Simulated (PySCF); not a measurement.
Computed shifts of a molecule C3H7NSi, PBE0/pcSseg-1 run with PySCF, GIAO, gas phase, atoms alike by connectivity averaged where their shifts nearly agree, in ppm (number of nuclei): ¹³C: 201.4 (1), 42.8 (1), 29.7 (1). ¹⁵N: 506.3 (1). ²⁹Si: -14.3 (1). ¹H: 6.19 (2), 3.74 (2), 2.41 (3). References: ¹³C against TMS (σ = 186.3 ppm); ¹⁵N against NH3 (σ = 267.4 ppm); ²⁹Si against TMS (σ = 352.7 ppm); ¹H against TMS (σ = 31.56 ppm), references at their B3LYP-D3(BJ)/def2-TZVP geometries, non-relativistic. Geometry: PBE0-D3(BJ)/def2-SVP. The values are those of a single conformer.

### Question
Identify the compound among the candidates.
A. C[Si@@H]1C=NC1
B. CC1=NC[SiH2]1
C. [SiH3]C1=NCC1
D. N[C@H]1C=C[SiH2]1

### Answer
B, CC1=NC[SiH2]1
